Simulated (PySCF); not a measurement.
An unknown shows these calculated signals:

¹H NMR (400 MHz, computed): δ 8.71 (dt, J = 5.4, 1.3 Hz, 1H), 7.64 (td, J = 8.4, 1.7 Hz, 1H), 7.13 (dd, J = 8.5, 1.0 Hz, 1H), 7.04 (dd, J = 8.3, 5.4 Hz, 1H), 2.66 (q, J = 8.5 Hz, 2H), 1.26 (t, J = 8.5 Hz, 3H).

¹³C{¹H} NMR (computed): δ 170.4 (C), 155.6 (CH), 141.7 (CH), 126.9 (CH), 125.5 (CH), 36.1 (CH2), 19.0 (CH3).

PySCF calculation with coordinates at the PBE0-D3(BJ)/def2-SVP level, shielding tensors at PBE0/pcSseg-1 (GIAO) and J couplings at B3LYP/pcJ-1 (spin–dipole term only in couplings to heteroatoms); one computed conformer, fast rotation and ring inversion assumed for equivalent nuclei, no relativistic terms, isolated molecule.

Scale: TMS for ¹H (σref 31.27) and ¹³C (σref 184.41) (reference shieldings calculated alike).

Q: Which of these does the molecule contain: a carboxylic acid, a heteroaromatic ring, an OH group, a CH3CH2 unit, a benzene ring?

A: 
- A carboxylic acid: no.
- A heteroaromatic ring: yes.
- An OH group: no.
- A CH3CH2 unit: yes (δC 19.0, 36.1; δH 1.26 (t), 2.66 (q)).
- A benzene ring: no.

The data belong to `InChI=1S/C7H9N/c1-2-7-5-3-4-6-8-7/h3-6H,2H2,1H3`; they needn't prove each group on their own.

Carbon signals by region: 1 in the far downfield region (above 160 ppm), 4 in the sp2 and nitrile region (100–160 ppm), 2 below 50 ppm. Above 160 ppm: 170.4, substituted aromatic carbon next to a ring nitrogen.

Splittings below 1 Hz are ignored in the labels, and close J values are merged. Unscaled 3J(H,H) at this level run about 9 % above measured values. Shifts are as computed. Against solution values, carbons near 30 ppm lie about +2 ppm off and those near 130 ppm about +4 ppm. Of 246 compounds with measured shifts, 49 miss one by over three times the rms of a fit or turn the order of signals round; such compounds aren't used in these exercises.
